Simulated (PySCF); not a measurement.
GaCl3, SMILES [Cl][Ga]([Cl])[Cl].

Geometry: B3LYP-D3(BJ)/def2-SVP. The isomer is the one that the SMILES or the coordinates give; other isomers of the formula were not compared.

These are r2SCAN/def2-TZVPD (PySCF) values and carry that method's errors.

The molecule is in vacuum.

Computed frontier levels, gap, dipole moment and polarisability:
The highest occupied level is -8.43 eV. The lowest empty level comes out as -2.93 eV. The orbital gap is 5.50 eV and the dipole moment comes out as 0.00 D. The quadrupole, principal values (traceless, Buckingham form, about the centre of nuclear charge) comes out as -2.71, -2.71, 5.42 D·Å and the mean static polarisability comes out as 69.9 bohr³ (10.35 Å³). The polarisability, principal values is 51.7, 78.9, 78.9 bohr³.
